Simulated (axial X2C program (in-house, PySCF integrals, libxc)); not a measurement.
Correcting the dissociation energy of ICl for spin–orbit coupling

A spin-free CCSD(T) curve (one-electron X2C) was computed with an axial X2C code built on PySCF integrals, basis I dyall-cv3z [11s12p8d4f1g], Cl dyall-av3z [9s8p3d2f] (cores contracted in-house), for the state M_S = 0, Λ = 0 (closed shell). It gives D0 = 2.219 eV to I + Cl, which in a spin-free picture are the weighted means of the ground terms.

Correlated methods: 14 electrons correlated (number of frozen shells: I 4 s, 3 p, 2 d; Cl 2 s, 1 p), 244 virtual spin orbitals or spinors in MP2, 90 natural virtuals in coupled cluster.

Measured levels of the ground terms (NIST Handbook of Basic Atomic Spectroscopic Data), in cm⁻¹: I 2P: J = 3/2 at 0, J = 1/2 at 7603.1; Cl 2P: J = 3/2 at 0, J = 1/2 at 882.4.

The molecular state has Λ = 0, so it has no first-order lowering.

Task: How far does each ground level lie under the (2J+1)-weighted mean of its term?

Result: I: (4 × 0 + 2 × 7603.1)/6 = 2534 cm⁻¹; Cl: (4 × 0 + 2 × 882.4)/6 = 294 cm⁻¹.

Task: Correct D0.

Result: D0 = 2.219 + (0 − 2828)/8065.5 = 1.868 eV at CCSD(T) with these spin–orbit terms. The direct two-component run gives 1.956 eV; the difference holds second-order terms in the molecule, scalar two-electron terms, the gap between measured and computed atomic splittings (a 2c atom can miss part of its lowering) and, in coupled cluster, the truncation of each run.

Second-order spin–orbit effects in the molecule, which grow quickly with Z, are left out. Occupations by symmetry block were frozen at the best pattern of an incomplete PBE0 search. Dissociation energies refer to the lowest single-determinant-based atoms at the same level and basis. CCSD and (T) use frozen natural virtuals with an MP2 correction for the truncation; (T) itself is uncorrected, so its De runs slightly low.
